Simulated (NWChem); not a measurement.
System: C2H3BrF2; SMILES FC(F)CBr

The following NWChem deck was run.

```
start job
memory heap 200 mb stack 900 mb global 1100 mb
geometry units angstroms noautosym nocenter noautoz
  F     -1.289748     1.558990     0.077203
  C     -0.008027     1.413699    -0.302069
  F      0.645740     2.562846    -0.014144
  C      0.654847     0.298918     0.471694
  Br    -0.108463    -1.418524     0.045617
  H      0.021980     1.253113    -1.394063
  H      0.526645     0.477397     1.547403
  H      1.723391     0.262237     0.227507
end
basis spherical
  F library 6-31g*
  C library 6-31g*
  Br library 6-31g*
  H library 6-31g*
end
dft
  xc b3lyp
  iterations 150
end
property
  efieldgrad
end
task dft property
```

Output (shortened):

```
             Northwest Computational Chemistry Package (NWChem) 7.3.0
             --------------------------------------------------------

                             Geometry "geometry" -> ""
                             -------------------------

 Output coordinates in angstroms (scale by  1.889725989 to convert to a.u.)

  No.       Tag          Charge          X              Y              Z
 ---- ---------------- ---------- -------------- -------------- --------------
    1 F                    9.0000    -1.28974800     1.55899000     0.07720300
    2 C                    6.0000    -0.00802700     1.41369900    -0.30206900
    3 F                    9.0000     0.64574000     2.56284600    -0.01414400
    4 C                    6.0000     0.65484700     0.29891800     0.47169400
    5 Br                  35.0000    -0.10846300    -1.41852400     0.04561700
    6 H                    1.0000     0.02198000     1.25311300    -1.39406300
    7 H                    1.0000     0.52664500     0.47739700     1.54740300
    8 H                    1.0000     1.72339100     0.26223700     0.22750700

 Effective nuclear repulsion energy (a.u.)     335.3202329961

                              NWChem Property Module
                              ----------------------

  itol2e modified to match energy
  convergence criterion.

                                 NWChem DFT Module
                                 -----------------

 Summary of "ao basis" -> "ao basis" (spherical)
 ------------------------------------------------------------------------------
       Tag                 Description            Shells   Functions and Types
 ---------------- ------------------------------  ------  ---------------------
 F                           6-31g*                  6       14   3s2p1d
 C                           6-31g*                  6       14   3s2p1d
 Br                          6-31g*                 12       32   5s4p3d
 H                           6-31g*                  2        2   2s

  itol2e modified to match energy
  convergence criterion.

[...]

          -----------------------
          Electric field gradient
          -----------------------

 1 a.u. = 0.324123 10**(16) esu/cm**3  ( or statvolts/cm**2 ) = 0.97174 10**(22) v/m**2

 ------------------------------------------------------------
   Atom      X         Y         Z
 ------------------------------------------------------------
    1 F   -2.43727   2.94606   0.14589
 ------------------------------------------------------------

 Electric field gradient in molecular frame (a.u.)
         XX             YY             ZZ             XY             XZ             YZ
 ------------------------------------------------------------------------------------------
       -2.308525       1.171923       1.136603       0.430445       1.141012      -0.221368

 Principal components (a.u.) and orientation
 of principal axis w.r.t. absolute frame                      Asymmetry parameter eta
 --------------------------------------------------------------------------------------
       -2.710535       1.507659       1.202876                       0.112444

        0.949659       0.242452       0.198407
       -0.121747      -0.297924       0.946794
       -0.288662       0.923287       0.253409

 ------------------------------------------------------------
   Atom      X         Y         Z
 ------------------------------------------------------------
    2 C   -0.01517   2.67150  -0.57083
 ------------------------------------------------------------

 Electric field gradient in molecular frame (a.u.)
         XX             YY             ZZ             XY             XZ             YZ
 ------------------------------------------------------------------------------------------
       -0.294163      -0.096922       0.391085      -0.178072       0.110624      -0.140119

 Principal components (a.u.) and orientation
 of principal axis w.r.t. absolute frame                      Asymmetry parameter eta
 --------------------------------------------------------------------------------------
        0.460855      -0.399918      -0.060937                       0.735549

        0.207200       0.868392      -0.450514
       -0.300063       0.494724       0.815605
        0.931145      -0.033811       0.363079

 ------------------------------------------------------------
   Atom      X         Y         Z
 ------------------------------------------------------------
    3 F    1.22027   4.84308  -0.02673
 ------------------------------------------------------------

 Electric field gradient in molecular frame (a.u.)
         XX             YY             ZZ             XY             XZ             YZ
 ------------------------------------------------------------------------------------------
        0.367385      -1.629126       1.261741      -1.583362      -0.361175      -0.786247

 Principal components (a.u.) and orientation
 of principal axis w.r.t. absolute frame                      Asymmetry parameter eta
 --------------------------------------------------------------------------------------
       -2.691067       1.467159       1.223908                       0.090392

        0.468911       0.132836       0.873199
        0.857096      -0.307215      -0.413528
        0.213329       0.942323      -0.257910

 ------------------------------------------------------------
   Atom      X         Y         Z
 ------------------------------------------------------------
    4 C    1.23748   0.56487   0.89137
 ------------------------------------------------------------

[...]
```

Level: B3LYP/6-31G* (spherical d). Coordinates come from a PBE0/def2-SVP optimisation. NWChem prints the field gradient with the sign opposite to the second derivative of the potential.
